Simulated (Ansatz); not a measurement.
Consider the ligand exchange at the Si–C bond: `O=CC(O)[SiH2]O` + `N[SiH2]N` → `N[SiH2]N[SiH2]O` + `O=CCO`.

Computed with Ansatz on PBE0-D4/def2-TZVP structures; ΔE is electronic, products minus reactants. CBS: MP2 limit from def2 TZ/QZ plus the TZ coupled-cluster correction, frozen cores. This one scheme is used for every species. DFT in def2-TZVPP. B3LYP here is the variant with VWN-RPA as its local correlation; programs differ in this. One conformer a species, not always the lowest.

| level | ΔE (kcal/mol) | difference from CCSD(T)/CBS |
| --- | --- | --- |
| B3LYP-D4 | -17.7 | 0.8 |
| ωB97X-V | -17.9 | 0.6 |
| B2PLYP | -18.4 | 0.1 |
| PBE | -15.4 | 3.1 |
| B3LYP | -18.0 | 0.5 |
| MP2/def2-TZVPP | -18.7 | -0.2 |
| CCSD/def2-TZVPP | -19.3 | -0.8 |
| CCSD(T)/def2-TZVPP | -18.7 | -0.2 |
| SCS-MP2/def2-QZVPP | -19.3 | -0.8 |
| MP2/CBS(def2) | -18.5 | 0.0 |
| CCSD(T)/CBS | -18.5 | 0 |

Largest T1 diagnostic among the species: 0.014.

In def2-TZVPP, CCSD(T) changes the Hartree–Fock value by +3.6 kcal/mol (the triples alone add +0.6 kcal/mol) and MP2 by +3.6 kcal/mol. From PBE to PBE0 (25 % exact exchange), in def2-TZVPP and without D4, ΔE moves by −1.7 kcal/mol.
